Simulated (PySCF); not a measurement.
Computed with ωB97X-D3(BJ)/def2-TZVP // PBE0-D3(BJ)/def2-TZVP in PySCF. Isolated molecules, 0 K electronic values unless said otherwise. One relaxed conformer stands for a flexible species; it need not be the lowest. Excitations are Tamm–Dancoff values on a coarser integration grid. The basis has no diffuse functions, so Rydberg states are missing or too high.

Reference species (SMILES): `SC(SS)=C` (neutral, multiplicity 1).

```json
{
 "HOMO": "-9.05 eV",
 "S1 excitation (TDA)": "5.02 eV",
 "S1–T1 gap (TDA)": "1.07 eV",
 "HOMO–LUMO gap": "10.36 eV"
}
```

After one change: the HOMO decreases by 0.06 eV; the S1 excitation (TDA) falls by 2.26 eV; the S1–T1 gap (TDA) decreases by 0.68 eV; the HOMO–LUMO gap falls by 1.59 eV.

Name the change that produced these shifts. The new species is one of these.
A) `S=CCSS`
B) `S/C=C/SS`
C) `SC=C(S)S`
D) `S=C(S)CS`

D, `S=C(S)CS`
